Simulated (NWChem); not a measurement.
C3H3F3; SMILES C=CC(F)(F)F

Results from NWChem. Pople sets run with spherical d functions. Each level has its own optimisation; frequencies are unscaled. Brackets give each atom's bonded neighbours. One conformer.

```json
[
 {"level": "B3LYP/3-21G", "r C–C [C(CCH)–C(CHH)] (Å)": "1.326", "r C–H [C(CHH)–H(C)] (Å)": "1.083", "r C–C [C(CCH)–C(CFFF)] (Å)": "1.486", "r C–H [C(CCH)–H(C)] (Å)": "1.082", "highest harmonic frequency (cm⁻¹)": "3272", "lowest (cm⁻¹)": "94", "zero-point energy (kcal/mol)": "36.4", "dipole (D)": "2.39"},
 {"level": "Hartree-Fock/3-21G", "r C–C [C(CCH)–C(CHH)] (Å)": "1.311", "r C–H [C(CHH)–H(C)] (Å)": "1.071", "r C–C [C(CCH)–C(CFFF)] (Å)": "1.479", "r C–H [C(CCH)–H(C)] (Å)": "1.070", "highest harmonic frequency (cm⁻¹)": "3434", "lowest (cm⁻¹)": "95", "zero-point energy (kcal/mol)": "39.3", "dipole (D)": "3.08"},
 {"level": "B3LYP/6-31G*", "r C–C [C(CCH)–C(CHH)] (Å)": "1.330", "r C–H [C(CHH)–H(C)] (Å)": "1.085", "r C–C [C(CCH)–C(CFFF)] (Å)": "1.497", "r C–H [C(CCH)–H(C)] (Å)": "1.087", "highest harmonic frequency (cm⁻¹)": "3271", "lowest (cm⁻¹)": "85", "zero-point energy (kcal/mol)": "36.1", "dipole (D)": "2.18"}
]
```
